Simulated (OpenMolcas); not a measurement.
**Ni2+, Pd2+, Pt2+: d⁸ down the group**

```
Program             : OpenMolcas
Method              : SS-CASPT2, IPEA 0.25 Eh, imaginary shift 0.1 Eh
Basis               : ANO-R2
Scalar Hamiltonian  : X2C, finite nucleus
Spin-orbit coupling : state interaction with AMFI integrals over the reference wave functions, term energies averaged over their components
```

Active space for each ion: 8 electrons in 5 orbitals (d); closed shells correlated by CASPT2: Ni2+ 3s 3p; Pd2+ 4s 4p; Pt2+ 5s 5p.

Computed levels in cm-1 above ³F₄:

```
                               Level   Ni2+   Pd2+   Pt2+
                                 ³F₃   1361   3140   9990
                                 ³P₁  17040  13930  19340
                                 ³P₀  17300  14180  17030
                                 ¹G₄  22680  18270  22750
                                 ¹S₀  52480  41970  48490
weight of ³F in the lowest level (%)    100     99     96
```

Measured, with the error of the calculation in %. Measured levels: Ni2+ from Corliss and Sugar, J. Phys. Chem. Ref. Data 10, 197 (1981); Pd2+ from Moore, Atomic Energy Levels, vol. III, NSRDS-NBS 35 (1971 reprint of NBS Circular 467, 1958); Pt2+ from NIST levels as listed in McCann et al., Mon. Not. R. Astron. Soc. 538, 537 (2025).

```
Level          Ni2+          Pd2+           Pt2+
  ³F₃      1361 (0)   3230 (-2.8)    9752 (+2.4)
  ³P₁  16978 (+0.4)  13470 (+3.4)  16782 (+15.3)
  ³P₀  17231 (+0.4)  13699 (+3.5)  14939 (+14.0)
  ¹G₄  23109 (-1.9)  17880 (+2.2)   21331 (+6.7)
  ¹S₀  52532 (-0.1)
```

The fine-structure level ³F₃ changes by a factor of 7.34 from Ni2+ to Pt2+.

Without spin-orbit coupling ³P lies 15680, 10790, 9350 cm-1 above ³F in that order; the difference to the level ³P₁, of either sign, comes from spin-orbit coupling, which also lowers the zero.

CASPT2 does not keep the components of a term degenerate, so their means are used; among the terms shown or strongly mixed into the levels shown the widest spread is 640 cm-1 (3d⁸ ³F, Ni2+). Levels of configurations with an s electron are missing; early in the row they begin among the upper levels of the d shell and mix with terms of their name (holds for Pd2+). Configurations with an s electron lie low in 5d ions of this charge, fall among these levels and mix in, so low-spin terms can stand far too high, up to twice their true height, and weights are not those of the real levels (holds for Pt2+). Some terms miss by over 15 % even with CASPT2, which points to a basis or an active space too small for the shells correlated (holds for Pt2+). Computed and measured levels are paired by configuration, term and J; levels that our copy of the source lacks, or whose pairing is in doubt (as where it misses far off the trend of its configuration), stay unpaired and out of the deviations. Levels of configurations outside the active space are missing.
